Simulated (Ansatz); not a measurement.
Born–Oppenheimer molecular dynamics of FH3InNO (7 atoms, charge 0, multiplicity 1). It starts from a relaxed structure.

All numbers below come from RKS PBE0-D4/def2-SVP (Ansatz 0.2.0).

```yaml
ensemble: NVE (velocity Verlet)
time_step: 0.5 fs
steps_asked: 133
starting_velocities_drawn_for: 1000 K
masses: H 3.016 u
seed: 439039
```

First frame:

```xyz
7
Properties=species:S:1:pos:R:3
N -0.132 -0.671 -1.507
In -0.099 0.001 0.393
O 0.252 1.847 1.032
F -0.662 -1.219 1.826
H 0.014 -1.674 -1.591
H 0.506 -0.193 -2.138
H 0.121 1.909 1.986
```

Task: How far do the bonds stretch over the last three quarters of this one trajectory? (Pairs bonded in most of those frames.)

Result: 
```json
{"bond": "N1–In2", "mean (Å)": "2.053", "spread (Å)": "0.044", "shortest": "1.94", "longest": "2.11"}
{"bond": "N1–H5", "mean (Å)": "1.024", "spread (Å)": "0.028", "shortest": "0.98", "longest": "1.07"}
{"bond": "N1–H6", "mean (Å)": "1.024", "spread (Å)": "0.014", "shortest": "0.99", "longest": "1.04"}
{"bond": "In2–O3", "mean (Å)": "1.988", "spread (Å)": "0.016", "shortest": "1.96", "longest": "2.01"}
{"bond": "In2–F4", "mean (Å)": "1.963", "spread (Å)": "0.023", "shortest": "1.93", "longest": "2.00"}
{"bond": "O3–H7", "mean (Å)": "0.968", "spread (Å)": "0.015", "shortest": "0.94", "longest": "0.99"}
```

Mean temperature of the second half: 385 K. The conserved energy stayed within 0.12 meV per atom of its start (net change 0.037 meV per atom), so the integration is sound. A run of 0.067 ps of so small a system gives no equilibrium averages.

The run took 7.1 min on 1 thread of Intel(R) Xeon(R) Platinum 8259CL CPU @ 2.50GHz (Skylake/Cascade Lake), with other jobs on the host, peak memory 0.17 GiB.
